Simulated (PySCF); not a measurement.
## [Yb(CH3)2]+: from a saddle point downhill

PySCF 2.14.0, RKS PBE0, Yb lcecp-1-SVP with ECP59, C def2-SVP, H def2-SVP; non-relativistic Hamiltonian with scalar-relativistic core potentials where named; density fitting; no spin-orbit coupling. Relaxed within the symmetry of its start, the geometry (C2v) is

```xyz
9

Yb    0.0000    0.0000   -0.2183
C     1.7073    0.0000    1.2069
H     2.7043    0.0000    0.7298
H     1.6539    0.8843    1.8703
H     1.6539   -0.8843    1.8703
C    -1.7073    0.0000    1.2069
H    -2.7043    0.0000    0.7298
H    -1.6539   -0.8843    1.8703
H    -1.6539    0.8843    1.8703
```

and its lowest harmonic modes are -80, -19, 130, 388, 400, 422 cm⁻¹ (negative: unstable). It was moved along the lowest mode and relaxed again, within the group C2 that the move left.

(1) Where does it end, and how much lower?

(2) How do the contacts change?

(3) Is the end a minimum?

An lcecp potential fixes the number of 4f electrons, so in runs with it no electron can move into or out of that shell.

State: singlet in the valence, with the 4f electrons in the core potential.

Answers

(1) In C2, 0.001 eV lower, after 4 steps:
```xyz
9

Yb    0.0000    0.0000   -0.2154
C     1.7081    0.0170    1.2076
H     2.6888   -0.2085    0.7487
H     1.7959    1.0007    1.7083
H     1.5317   -0.7230    2.0113
C    -1.7081   -0.0170    1.2076
H    -2.6888    0.2085    0.7487
H    -1.7959   -1.0007    1.7083
H    -1.5317    0.7230    2.0113
```

(2) 
```json
{"contact": "Yb1–C2 (CH3)", "saddle (Å)": "2.224", "end (Å)": "2.223"}
{"contact": "Yb1–C6 (CH3)", "saddle (Å)": "2.224", "end (Å)": "2.223"}
```


(3) Yes; lowest modes 51, 64, 136, 391, 404, 424 cm⁻¹.
